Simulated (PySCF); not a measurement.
BrSi, SMILES [Si]Br (connectivity only; charge and spin as stated), neutral, multiplicity 2. Geometry: PBE0-D3(BJ)/def2-TZVP.

Method: PBE0-D3(BJ)/def2-TZVP (PySCF 2.14.0).

Harmonic wavenumbers (cm⁻¹): 421. Rotational constants (GHz): 4.884 (linear); symmetry number 1.

Question: Work out the zero-point energy and the ideal-gas rigid-rotor harmonic-oscillator thermochemistry at 298.15 K and 1 atm.

Answer: ZPE = ½ Σ hcν = ½ × 421 cm⁻¹ = 0.60 kcal/mol. H − E(el) = 2.86 kcal/mol. Entropy in cal/(mol K): translation 39.95, rotation 16.19, vibration 0.89, spin 1.38, total 58.40. G − E(el) = -14.56 kcal/mol. Cp = 8.38 cal/(mol K).
